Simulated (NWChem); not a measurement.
System: TaNH₂OF₂; SMILES [F][Ta](=[NH])([F])[OH]

Here is an NWChem input.

```
start job
memory heap 200 mb stack 900 mb global 1100 mb
geometry units angstroms noautoz
  Ta     0.037007    -0.065295     0.000000
  N     -1.713535     0.106458     0.000000
  H     -2.723446     0.172578     0.000000
  F      0.536547    -0.989932     1.571095
  F      0.536547    -0.989932    -1.571095
  O      0.793181     1.671630     0.000000
  H      0.431267     2.562163     0.000000
end
basis spherical
  * library def2-svp
end
ecp
  Ta library def2-ecp
end
dft
  xc becke88 perdew86
  iterations 150
  mulliken
end
task dft energy
```

Parts of the log:

```
             Northwest Computational Chemistry Package (NWChem) 7.3.0
             --------------------------------------------------------

 CS  symmetry detected

                             Geometry "geometry" -> ""
                             -------------------------

 Output coordinates in angstroms (scale by  1.889725989 to convert to a.u.)

  No.       Tag          Charge          X              Y              Z
 ---- ---------------- ---------- -------------- -------------- --------------
    1 Ta                  73.0000    -0.01214647    -0.00411650     0.00000000
    2 N                    7.0000     0.19078705    -1.75131837     0.00000000
    3 H                    1.0000     0.27490074    -2.75989012     0.00000000
    4 F                    9.0000    -0.94554208     0.47886013     1.57109500
    5 F                    9.0000    -0.94554208     0.47886013    -1.57109500
    6 O                    8.0000     1.71102179     0.78290238     0.00000000
    7 H                    1.0000     2.60786529     0.43692189     0.00000000

 Effective nuclear repulsion energy (a.u.)     799.4170430715

      Symmetry information
      --------------------

 Group name             Cs
 Group number              2
 Group order               2
 No. of unique centers     6

 Summary of "ao basis" -> "ao basis" (spherical)
 ------------------------------------------------------------------------------
       Tag                 Description            Shells   Functions and Types
 ---------------- ------------------------------  ------  ---------------------
 Ta                         def2-svp                12       32   6s3p2d1f
 N                          def2-svp                 6       14   3s2p1d
 H                          def2-svp                 3        5   2s1p
 F                          def2-svp                 6       14   3s2p1d
 O                          def2-svp                 6       14   3s2p1d

      Symmetry analysis of basis
      --------------------------

        a'         64
        a"         34

            General Information
            -------------------
          SCF calculation type: DFT
          Wavefunction type:  closed shell.
          No. of atoms     :     7
          No. of electrons :    48
           Alpha electrons :    24
            Beta electrons :    24
          Charge           :     0
          Spin multiplicity:     1
          Use of symmetry is: on ; symmetry adaption is: on
          Maximum number of iterations: 150
          AO basis - number of functions:    98
                     number of shells:    42
          Convergence on energy requested:  1.00D-06
          Convergence on density requested:  1.00D-05
          Convergence on gradient requested:  5.00D-04

              XC Information
              --------------
                    Becke 1988 Exchange Functional  1.000
                Perdew 1981 Correlation Functional  1.000 local
                Perdew 1986 Correlation Functional  1.000 non-local

             Grid Information
             ----------------
          Grid used for XC integration:  medium
          Radial quadrature: Mura-Knowles
          Angular quadrature: Lebedev.
          Tag              B.-S. Rad. Rad. Pts. Rad. Cut. Ang. Pts.
          ---              ---------- --------- --------- ---------
          Ta                  1.45      123           9.0       590
          N                   0.65       49          10.0       434
          H                   0.35       45          11.0       434
          F                   0.50       49          10.0       434
          O                   0.60       49          10.0       434
          Grid pruning is: on
          Number of quadrature shells:   360
          Spatial weights used:  Erf1

      Superposition of Atomic Density Guess
      -------------------------------------

 Sum of atomic energies:        -390.43757110

      Non-variational initial energy
      ------------------------------

 Total energy =    -385.001263
 1-e energy   =    -973.717548
 2-e energy   =     375.504468
 HOMO         =      -0.381455
 LUMO         =      -0.027365

      Symmetry analysis of molecular orbitals - initial
      -------------------------------------------------

  Numbering of irreducible representations:

     1 a'          2 a"

  Orbital symmetries:

     1 a'          2 a"          3 a'          4 a'          5 a'
     6 a'          7 a"          8 a'          9 a'         10 a"
    11 a'         12 a'         13 a'         14 a'         15 a"
    16 a'         17 a"         18 a'         19 a"         20 a'
    21 a'         22 a"         23 a'         24 a"         25 a'
    26 a'         27 a"         28 a'         29 a'         30 a'
    31 a"         32 a'         33 a"         34 a'

     ---------------------------------------------
      Total Density - Mulliken Population Analysis
     ---------------------------------------------

    Atom       Charge   Shell Charges
 -----------   ------   -------------------------------------------------------
    1 Ta  13    10.22   0.03 -0.32  1.77  0.54  0.26  0.05  5.49  0.58  0.13  1.30  0.23  0.16
    2 N    7     8.18   1.99  1.09  0.57  2.75  1.78  0.01
    3 H    1     0.78   0.61  0.13  0.05
    4 F    9     9.66   1.99  1.15  0.80  3.56  2.16  0.00
    5 F    9     9.66   1.99  1.15  0.80  3.56  2.16  0.00
    6 O    8     8.86   1.99  1.10  0.66  3.14  1.97  0.00
    7 H    1     0.64   0.52  0.06  0.06

   convergence    iter        energy       DeltaE   RMS-Dens  Diis-err
 ---------------- ----- ----------------- --------- --------- ---------
 d= 0,ls=0.0,diis     1   -387.5646415744 -6.01D+02  4.94D-02  3.12D+00
 d= 0,ls=0.0,diis     2   -382.4263781633  5.14D+00  4.02D-02  4.44D+01
 d= 0,ls=0.0,diis     3   -387.9146009145 -5.49D+00  8.62D-03  5.26D-01
 d= 0,ls=0.0,diis     4   -387.8632601608  5.13D-02  4.99D-03  9.33D-01
 d= 0,ls=0.0,diis     5   -387.9668859309 -1.04D-01  1.08D-03  1.63D-02
  Resetting Diis
 d= 0,ls=0.0,diis     6   -387.9685885040 -1.70D-03  3.89D-04  4.83D-03
 d= 0,ls=0.0,diis     7   -387.9689110230 -3.23D-04  9.10D-04  2.05D-03
 d= 0,ls=0.0,diis     8   -387.9670701745  1.84D-03  7.51D-04  1.91D-02
 d= 0,ls=0.0,diis     9   -387.9690652154 -2.00D-03  1.20D-04  4.56D-04
 d= 0,ls=0.0,diis    10   -387.9691183756 -5.32D-05  1.42D-05  3.63D-06
 d= 0,ls=0.0,diis    11   -387.9691188709 -4.95D-07  3.56D-06  1.14D-07

         Total DFT energy =     -387.969118870904
      One electron energy =     -978.335295528071
           Coulomb energy =      421.194342210272
    Exchange-Corr. energy =      -44.039982445851
 Nuclear repulsion energy =      213.211816892746

 Numeric. integr. density =       48.000009682002

                  Occupations of the irreducible representations
                  ----------------------------------------------

                     irrep           alpha         beta
                     --------     --------     --------
                     a'               16.0         16.0
                     a"                8.0          8.0

                       DFT Final Molecular Orbital Analysis
                       ------------------------------------

 Vector   22  Occ=2.000000D+00  E=-3.146168D-01  Symmetry=a"
              MO Center=  1.3D+00,  7.0D-01, -5.8D-12, r^2= 1.9D+00
   Bfn.  Coefficient  Atom+Function         Bfn.  Coefficient  Atom+Function
  ----- ------------  ---------------      ----- ------------  ---------------
    85      0.570307  6 O  pz                88      0.416734  6 O  pz
    56      0.132214  4 F  py                70     -0.132214  5 F  py
    19     -0.101996  1 Ta d  1              57      0.101505  4 F  pz
    71      0.101505  5 F  pz                 9     -0.100162  1 Ta pz
    59     -0.095555  4 F  py                73      0.095555  5 F  py

 Vector   23  Occ=2.000000D+00  E=-2.530569D-01  Symmetry=a'
              MO Center=  2.0D-01, -1.2D+00,  4.2D-13, r^2= 2.0D+00
   Bfn.  Coefficient  Atom+Function         Bfn.  Coefficient  Atom+Function
  ----- ------------  ---------------      ----- ------------  ---------------
    36      0.495678  2 N  px                39     -0.365703  2 N  px
    16      0.336406  1 Ta d -2              84     -0.140806  6 O  py
    82     -0.130794  6 O  s                  7      0.118147  1 Ta px
    13     -0.103246  1 Ta px                87     -0.089435  6 O  py
    94      0.086498  7 H  s                 20     -0.078905  1 Ta d  2

 Vector   24  Occ=2.000000D+00  E=-2.480194D-01  Symmetry=a"
              MO Center=  7.0D-02, -1.3D+00, -2.5D-14, r^2= 1.9D+00
   Bfn.  Coefficient  Atom+Function         Bfn.  Coefficient  Atom+Function
  ----- ------------  ---------------      ----- ------------  ---------------
    38      0.502458  2 N  pz                41     -0.378344  2 N  pz
    17      0.316428  1 Ta d -1               9      0.138625  1 Ta pz
    56      0.119989  4 F  py                70     -0.119989  5 F  py
    57     -0.100643  4 F  pz                71     -0.100643  5 F  pz
    60      0.087649  4 F  pz                74      0.087649  5 F  pz

 Vector   25  Occ=0.000000D+00  E=-5.530873D-02  Symmetry=a'
              MO Center= -4.0D-02, -3.9D-02,  9.9D-11, r^2= 2.4D+00
   Bfn.  Coefficient  Atom+Function         Bfn.  Coefficient  Atom+Function
  ----- ------------  ---------------      ----- ------------  ---------------
    18      0.624109  1 Ta d  0              16      0.477495  1 Ta d -2
    20     -0.395196  1 Ta d  2              13      0.196745  1 Ta px
    55      0.186161  4 F  px                69      0.186161  5 F  px
    39      0.179285  2 N  px                36     -0.177066  2 N  px
    58     -0.146796  4 F  px                72     -0.146796  5 F  px

 Vector   26  Occ=0.000000D+00  E=-4.895596D-02  Symmetry=a"
              MO Center=  1.8D-01,  1.1D-02, -7.9D-11, r^2= 2.1D+00
   Bfn.  Coefficient  Atom+Function         Bfn.  Coefficient  Atom+Function
  ----- ------------  ---------------      ----- ------------  ---------------
    19      0.690273  1 Ta d  1              17     -0.588467  1 Ta d -1
    85      0.257848  6 O  pz                88      0.219742  6 O  pz
    41     -0.171925  2 N  pz                38      0.168503  2 N  pz
    15     -0.135988  1 Ta pz                56     -0.134266  4 F  py
    70      0.134266  5 F  py                24      0.124639  1 Ta d  1

 Vector   27  Occ=0.000000D+00  E=-3.167458D-02  Symmetry=a'
              MO Center=  2.6D-01, -1.5D-01, -2.3D-11, r^2= 5.9D+00
   Bfn.  Coefficient  Atom+Function         Bfn.  Coefficient  Atom+Function
  ----- ------------  ---------------      ----- ------------  ---------------
     6      1.122742  1 Ta s                 20      0.383579  1 Ta d  2
    82     -0.347537  6 O  s                  3     -0.234021  1 Ta s
    54     -0.158883  4 F  s                 68     -0.158883  5 F  s
    81     -0.153913  6 O  s                 84      0.154030  6 O  py
    95      0.151017  7 H  s                  2      0.137655  1 Ta s

     ---------------------------------------------
      Total Density - Mulliken Population Analysis
     ---------------------------------------------

    Atom       Charge   Shell Charges
 -----------   ------   -------------------------------------------------------
    1 Ta  13    12.02   0.04 -0.34  1.88  0.46  0.33 -0.00  5.58  0.54  0.26  2.61  0.46  0.19
    2 N    7     7.35   1.99  1.01  0.57  2.37  1.41  0.01
    3 H    1     0.88   0.72  0.11  0.04
    4 F    9     9.30   1.99  1.13  0.81  3.32  2.04  0.00
    5 F    9     9.30   1.99  1.13  0.81  3.32  2.04  0.00
    6 O    8     8.38   1.99  1.07  0.67  2.88  1.77  0.01
    7 H    1     0.77   0.67  0.04  0.07

     -------------------------------------------
      Total Density - Lowdin Population Analysis
     -------------------------------------------

    Atom       Charge   Shell Charges
 -----------   ------   -------------------------------------------------------
    1 Ta  13    12.78   0.00  0.03  1.09  0.78  0.33  0.12  4.94  1.25  0.41  2.43  0.99  0.41
    2 N    7     7.11   1.97  0.78  0.49  2.19  1.67  0.02
    3 H    1     0.92   0.58  0.21  0.13
    4 F    9     9.11   1.98  1.02  0.77  3.20  2.14  0.00
    5 F    9     9.11   1.98  1.02  0.77  3.20  2.14  0.00
    6 O    8     8.09   1.97  0.88  0.59  2.71  1.92  0.01
    7 H    1     0.88   0.54  0.16  0.18

     Multipole analysis of the density
     ---------------------------------

     L   x y z        total         alpha         beta         nuclear
     -   - - -        -----         -----         ----         -------
     0   0 0 0     -0.000000    -24.000000    -24.000000     48.000000

     1   1 0 0      0.941435     -0.217887     -0.217887      1.377210
     1   0 1 0     -0.359290     -0.413017     -0.413017      0.466744
     1   0 0 1      0.000000      0.000000      0.000000      0.000000

     2   2 0 0    -29.414695    -97.996903    -97.996903    166.579112
     2   1 1 0     -0.391485     -1.282965     -1.282965      2.174444
     2   1 0 1      0.000000      0.000000      0.000000      0.000000
     2   0 2 0    -30.884621    -83.844159    -83.844159    136.803697
     2   0 1 1     -0.000000     -0.000000     -0.000000      0.000000
     2   0 0 2    -36.913112    -97.787948    -97.787948    158.662784
```

Level: BP86/def2-SVP with def2 effective core potentials on Ta. Structure relaxed at the PBE0/def2-SVP level. def2 effective core potentials on Ta; no spin-orbit coupling.
